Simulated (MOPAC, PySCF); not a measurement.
BrF3Si, SMILES `F[Si](F)(F)Br`, neutral singlet in the gas phase. 

Cartesian coordinates (Å):
```xyz
5

F     -0.5992     1.5052    -0.1300
Si    -0.1016     0.0042     0.0010
F     -0.6710    -0.5948     1.3556
F     -0.7049    -0.8296    -1.2068
Br     2.0766    -0.0849    -0.0197
```
Charge 0, spin multiplicity 1.

All levels are single points at this geometry (PBE-D3(BJ)/def2-TZVP); Pople sets use spherical d functions. Orbital energies aren't observables, and empty levels follow the basis.

| level | HOMO (eV) | LUMO (eV) | gap (eV) | dipole (D) | vertical IE, Delta-SCF (eV) |
|---|---|---|---|---|---|
| PBE-D3(BJ)/def2-TZVP in PySCF | -8.23 | -1.33 | 6.90 | 0.83 | 11.96 |
| B3LYP/3-21G in PySCF | -9.09 | -0.68 | 8.41 | 0.47 | – |
| B3LYP/6-311+G** (LANL2DZ on Br) in PySCF | -9.46 | -1.17 | 8.29 | 0.83 | – |
| B3LYP/6-31G* in PySCF | -9.18 | -0.51 | 8.67 | 0.55 | 12.17 |
| BP86/6-31G* in PySCF | -8.17 | -1.29 | 6.87 | 0.43 | – |
| M06-2X/6-31G* in PySCF | -10.79 | 0.77 | 11.55 | 0.45 | – |
| PBE/6-31G* in PySCF | -8.07 | -1.22 | 6.85 | 0.46 | – |
| HF/3-21G in PySCF | -12.77 | 3.46 | 16.23 | 0.55 | – |
| HF/6-31G* in PySCF | -12.67 | 3.70 | 16.38 | 0.63 | 11.42 |
| HF/STO-3G in PySCF | -9.30 | 8.67 | 17.97 | 0.90 | – |
| AM1 in MOPAC | -11.77 | -1.31 | 10.46 | 1.06 | – |
| PM6 in MOPAC | -11.45 | -0.74 | 10.71 | 0.82 | – |
| PM7 in MOPAC | -11.32 | -1.31 | 10.01 | 1.29 | – |
